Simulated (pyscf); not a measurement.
PySCF, gas phase, ωB97X-D3(BJ)/def2-SVP geometries.

Task: For `[Cl][SbH2]` + `[Cl][SbH][Cl]` -> `[SbH3]` + `[Cl][Sb]([Cl])[Cl]`, a four-centre exchange (singlet surface; Cl–Sb, H–Sb broken, H–Sb, Cl–Sb formed), PBE/def2-TZVP gives ΔE‡ = 16.4 kcal/mol and ΔE = -8.2 kcal/mol (zero: the separated reactants). In which direction and how far do B3LYP-D3(BJ)/def2-TZVP, M06-2X/def2-TZVP, ωB97M-D3(BJ)/def2-TZVP move these?

Result: B3LYP-D3(BJ): ΔE‡ = 16.1 kcal/mol, ΔE = -7.6 kcal/mol; M06-2X: ΔE‡ = 20.6 kcal/mol, ΔE = -5.5 kcal/mol; ωB97M-D3(BJ): ΔE‡ = 22.3 kcal/mol, ΔE = -6.9 kcal/mol. PBE's barrier lies among them. Its reaction energy lies under all of them, by 0.6 to 2.7 kcal/mol. On the reactant side the descent ends in a bound adduct, 9.6 kcal/mol under the separated species and 25.8 kcal/mol under the saddle at ωB97X-D3(BJ)/def2-TZVP. At ωB97X-D3(BJ) the barrier from the zero used here is 16.2 kcal/mol. One saddle was located; it need not be the lowest between these sides. Elements past Kr carry the def2 core potentials, without spin-orbit coupling.
